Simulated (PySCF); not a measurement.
Sn(H)(Cl)(NH2)2 (ClH5N2Sn), SMILES [NH2][SnH]([NH2])[Cl].

The structure is a stationary point at PBE0-D3(BJ)/def2-SVP. The structure was generated by enumeration; whether it is a known compound was not checked. The def2 effective core potentials stand for the cores of Sn; spin–orbit coupling is left out. One conformer was computed; it need not be the lowest.

Computed with PBE/def2-TZVP in PySCF.

Isolated molecule, no solvent.

```json
{
 "total_energy": "-786.80571 hartree",
 "highest_occupied_level": "-6.25 eV",
 "lowest_empty_level": "-1.75 eV",
 "orbital_gap": "4.50 eV",
 "dipole_moment": "0.285 e·Å",
 "quadrupole, principal values (traceless, Buckingham form, about the centre of nuclear charge)": "-14.07, 4.90, 9.17 D·Å",
 "mean_static_polarisability": "68.5 bohr³ (10.15 Å³)",
 "polarisability_principal_values": "60.4, 67.5, 77.5 bohr³"
}
```
